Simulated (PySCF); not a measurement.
Run record: excited-state job, `CBC/C(=C/C=C)F`.

Computed with TDDFT B3LYP/def2-SVPD, vertical, gas phase, core orbitals frozen in the response (PySCF 2.14.0, density-fitted response routines). Geometry: GFN2-xTB. The command runs a driver script over a list of jobs; the input below is this job's line of settings and its coordinates in Å.

Command:
```bash
OMP_NUM_THREADS=1 python probes_run.py task.json out
```

Input:
```
{"job": {"kind": "uv", "xc": "B3LYP", "basis": "def2-SVPD", "nstates": 8, "ntriplets": 3}, "charge": 0, "multiplicity": 1}
C      3.756096     0.072417     0.487965
C      2.612289     0.262871    -0.162080
C      1.397579    -0.457016     0.138287
C      0.237327    -0.285168    -0.498924
F      0.155620     0.632989    -1.497032
C     -1.065214    -0.965218    -0.238176
B     -1.976897     0.059411     0.572898
C     -3.181412     0.768275    -0.128137
H      3.837434    -0.645265     1.287774
H      4.647187     0.625253     0.247458
H      2.552084     0.988065    -0.962415
H      1.436850    -1.189714     0.930082
H     -0.868466    -1.868460     0.338438
H     -1.499581    -1.250859    -1.197902
H     -1.662976     0.324662     1.670412
H     -3.907330     1.204025     0.553487
H     -2.768574     1.592816    -0.714466
H     -3.710774     0.137234    -0.839325
```

Problem. What does the run print?

Solution. 
```
coarse grid: 14888 points
cycle   1  E = -358.9051951926  dE =  7.494e-01  |g| = 6.484e-01  |ddm| = 7.886e+00
cycle   2  E = -358.8166447674  dE =  8.855e-02  |g| = 9.068e-01  |ddm| = 2.119e+00
cycle   3  E = -358.9977510471  dE = -1.811e-01  |g| = 1.691e-01  |ddm| = 1.410e+00
cycle   4  E = -359.0053001103  dE = -7.549e-03  |g| = 4.877e-02  |ddm| = 4.094e-01
cycle   5  E = -359.0058568043  dE = -5.567e-04  |g| = 2.060e-02  |ddm| = 1.000e-01
cycle   6  E = -359.0059430930  dE = -8.629e-05  |g| = 4.412e-03  |ddm| = 3.309e-02
cycle   7  E = -359.0059475090  dE = -4.416e-06  |g| = 9.461e-04  |ddm| = 8.717e-03
final grid: 143784 points
cycle   8  E = -359.0705217646  dE = -5.813e-05  |g| = 7.435e-03  |ddm| = 2.216e-01
cycle   9  E = -359.0705139328  dE =  7.832e-06  |g| = 9.850e-03  |ddm| = 2.739e-02
cycle  10  E = -359.0705348101  dE = -2.088e-05  |g| = 1.257e-03  |ddm| = 1.269e-02
cycle  11  E = -359.0705350943  dE = -2.842e-07  |g| = 1.535e-04  |ddm| = 1.544e-03
cycle  12  E = -359.0705350970  dE = -2.697e-09  |g| = 1.008e-04  |ddm| = 4.600e-04
cycle  13  E = -359.0705350997  dE = -2.666e-09  |g| = 3.034e-05  |ddm| = 2.505e-04
cycle  14  E = -359.0705350999  dE = -2.277e-10  |g| = 9.891e-06  |ddm| = 6.166e-05
converged SCF energy = -359.0705350999

Static polarisability (au): isotropic 98.263, principal 68.784 75.700 150.305

Singlet excitations
state   eV       nm        f      main configurations
  1   4.0161    308.7   0.12856   H->L 0.91
  2   5.5805    222.2   0.63725   H->L+1 0.86
  3   5.7861    214.3   0.00655   H->L+2 0.91
  4   6.0079    206.4   0.00083   H-2->L 0.94
  5   6.1451    201.8   0.03677   H-1->L 0.67, H-3->L 0.21
  6   6.3653    194.8   0.00183   H->L+3 0.88
  7   6.4616    191.9   0.00940   H->L+4 0.96
  8   6.6635    186.1   0.03171   H-3->L 0.47, H->L+5 0.16, H-1->L 0.14

Triplet excitations (Tamm-Dancoff, eV): 2.9925 4.0932 5.2595
```

The SCF starts on a coarse grid where the log names one; the energy can jump when the final grid takes over, and dE then counts from the start density on the new grid. H and L stand for HOMO and LUMO; the number after each pair is its weight.

Problem. Give the mean polarisability as a volume in Å³, and the ratio of the largest to the smallest principal value.

Solution. 98.263 au × 0.148185 = 14.56 Å³; 150.305/68.784 = 2.19.

Problem. Which computed singlet has the largest oscillator strength, and what do all of them sum to?

Solution. State 2 at 5.58 eV (222 nm), f = 0.637; the 8 states sum to 0.853.

In short: HOMO -6.22 eV, LUMO -1.59 eV; lowest singlet 4.02 eV; lowest triplet 2.99 eV (Tamm–Dancoff); mean polarisability 98.3 au.

Hardware: an Arm Neoverse N1 with one thread, no GPU (shared host). Cost: 75 s, 0.94 GiB resident at most.

One conformer stands for the species.
Labels such as C1 count atoms from 1, the log's own numbers from 0.
